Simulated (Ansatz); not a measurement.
Born–Oppenheimer molecular dynamics of Cl2GaH (4 atoms, charge 0, multiplicity 1). It goes on from the last frame of an earlier run, with new velocities.

The calculation used Ansatz, RKS BHLYP-D4/def2-SVP.

```json
{
  "ensemble": "NVE (velocity Verlet)",
  "time step": "1 fs",
  "steps asked": "150",
  "starting velocities drawn for": "1000 K",
  "masses": "H 2.014 u",
  "seed": "94218"
}
```

First frame:

```xyz
4
Properties=species:S:1:pos:R:3
Ga -0.142 0.000 0.076
Cl 0.167 -0.002 2.184
H 1.199 0.029 -0.780
Cl -1.798 0.001 -1.228
```

Question: What does the run give?

Answer: All steps were run.

```yaml
steps_done: 150
time_covered: 150 fs
mean_temperature_over_the_second_half: 868 K
spread_of_the_potential_energy_over_the_second_half: 23.7 meV per atom
mean_potential_energy_of_the_second_half_above_the_start: 8.6 meV per atom
```

The conserved energy stayed within 0.2 meV per atom of its start (net change 0.078 meV per atom), so the integration is sound. A run of 0.15 ps of so small a system gives no equilibrium averages.

Question: What happens to the structure?

Answer: The same pairs are bonded in the first frame and the last. Pairs count as bonded within 1.25 times the sum of covalent radii (0.12 Å more for H–H). The details hang on the random start.

Question: How do temperature and energy run in time?

Answer: 
```csv
time (fs),T (K),potential energy less start (eV),conserved less start (meV/atom)
0.0,1000,0.000,0.00
7.0,678,0.084,0.13
14.0,411,0.152,0.05
21.0,470,0.138,0.12
28.0,1029,-0.007,0.06
35.0,1504,-0.131,-0.07
42.0,1348,-0.090,0.11
49.0,1239,-0.062,0.01
56.0,1051,-0.013,0.02
63.0,948,0.014,0.15
70.0,1329,-0.085,-0.03
77.0,1502,-0.130,0.03
84.0,1365,-0.094,0.06
91.0,954,0.012,-0.01
98.0,567,0.113,0.16
105.0,809,0.050,0.05
112.0,1072,-0.019,-0.05
119.0,749,0.065,0.14
126.0,470,0.137,0.04
133.0,314,0.178,0.09
140.0,557,0.115,0.16
147.0,1226,-0.058,-0.02
```

The run took 11 min on 1 thread of Intel(R) Xeon(R) Platinum 8259CL CPU @ 2.50GHz (Skylake/Cascade Lake), on a shared host, peak memory 0.17 GiB.
